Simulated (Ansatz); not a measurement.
Dissociation curve of SB (cation, charge +1), lowest triplet found (which spin is the ground state isn't settled by this scan).

Levels of theory: UKS-PBE = Ansatz (a program for electronic structure) with unrestricted PBE/cc-pVDZ; UKS-B3LYP = Ansatz with unrestricted B3LYP/cc-pVDZ; FCI = full CI/cc-pVDZ, frozen core run with Ansatz.

Energies relative to the lowest point of each curve between 1.46 and 2.15 Å, where full CI is lowest, in mEh; the last columns give the error against full CI:

```json
[
 {"R / Å": "1.35", "UKS-PBE": "149.4", "UKS-B3LYP": "145.5", "FCI": "157.4", "UKS-PBE − FCI": "-8.0", "UKS-B3LYP − FCI": "-11.8"},
 {"R / Å": "1.46", "UKS-PBE": "61.0", "UKS-B3LYP": "58.4", "FCI": "65.4", "UKS-PBE − FCI": "-4.5", "UKS-B3LYP − FCI": "-7.1"},
 {"R / Å": "1.57", "UKS-PBE": "17.6", "UKS-B3LYP": "16.1", "FCI": "19.7", "UKS-PBE − FCI": "-2.1", "UKS-B3LYP − FCI": "-3.5"},
 {"R / Å": "1.64", "UKS-PBE": "5.0", "UKS-B3LYP": "4.2", "FCI": "6.0", "UKS-PBE − FCI": "-1.1", "UKS-B3LYP − FCI": "-1.8"},
 {"R / Å": "1.73", "UKS-PBE": "0.0", "UKS-B3LYP": "0.0", "FCI": "0.0", "UKS-PBE − FCI": "0.0", "UKS-B3LYP − FCI": "0.0"},
 {"R / Å": "1.81", "UKS-PBE": "2.6", "UKS-B3LYP": "3.1", "FCI": "1.8", "UKS-PBE − FCI": "0.8", "UKS-B3LYP − FCI": "1.3"},
 {"R / Å": "1.86", "UKS-PBE": "6.5", "UKS-B3LYP": "7.2", "FCI": "5.2", "UKS-PBE − FCI": "1.3", "UKS-B3LYP − FCI": "2.1"},
 {"R / Å": "1.91", "UKS-PBE": "11.5", "UKS-B3LYP": "12.4", "FCI": "9.6", "UKS-PBE − FCI": "1.9", "UKS-B3LYP − FCI": "2.8"},
 {"R / Å": "1.98", "UKS-PBE": "19.8", "UKS-B3LYP": "20.7", "FCI": "17.0", "UKS-PBE − FCI": "2.8", "UKS-B3LYP − FCI": "3.7"},
 {"R / Å": "2.03", "UKS-PBE": "26.2", "UKS-B3LYP": "27.1", "FCI": "22.7", "UKS-PBE − FCI": "3.5", "UKS-B3LYP − FCI": "4.4"},
 {"R / Å": "2.15", "UKS-PBE": "42.0", "UKS-B3LYP": "42.2", "FCI": "36.4", "UKS-PBE − FCI": "5.6", "UKS-B3LYP − FCI": "5.8"}
]
```

UKS-PBE is furthest from FCI at 1.35 (-8.0 mEh, below); its mean absolute error over the points is 2.9 mEh.

UKS-B3LYP is furthest from FCI at 1.35 (-11.8 mEh, below); its mean absolute error over the points is 4.0 mEh.

The scan ran from 1.35 to 6.42 Å; beyond the distances shown full CI changes its symmetry label.
